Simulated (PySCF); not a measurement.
Computed IR spectrum (relative IR intensity) of a molecule C3H9Al. Geometry optimised at r2SCAN-D4/def2-SVP. One conformer was computed; it need not be the lowest. Computed with r2SCAN-D4/def2-SVP in PySCF 2.14.0. Frequencies are harmonic and unscaled.

Lines under 2 % of the strongest are left out, and lines within 2 cm⁻¹ are merged.

| ν (cm⁻¹) | relative intensity |
|---|---|
| 355 | 14 |
| 516 | 7.1 |
| 618 | 21 |
| 663 | 29 |
| 671 | 64 |
| 763 | 100 |
| 913 | 3.0 |
| 951 | 5.9 |
| 1038 | 12 |
| 1201 | 12 |
| 1211 | 5.7 |
| 1388 | 3.0 |
| 1412 | 2.2 |
| 1482 | 2.7 |
| 1887 | 100 |
| 2987 | 10 |
| 3014 | 25 |
| 3028 | 5.2 |
| 3098 | 13 |
| 3101 | 2.3 |
| 3111 | 12 |
| 3128 | 3.6 |

Question: Which molecule gave these data?
A. [CH3][Al]([CH3])[CH3]
B. C[CH2][AlH][CH3]
C. CC[CH2][AlH2]

Answer: B, C[CH2][AlH][CH3]
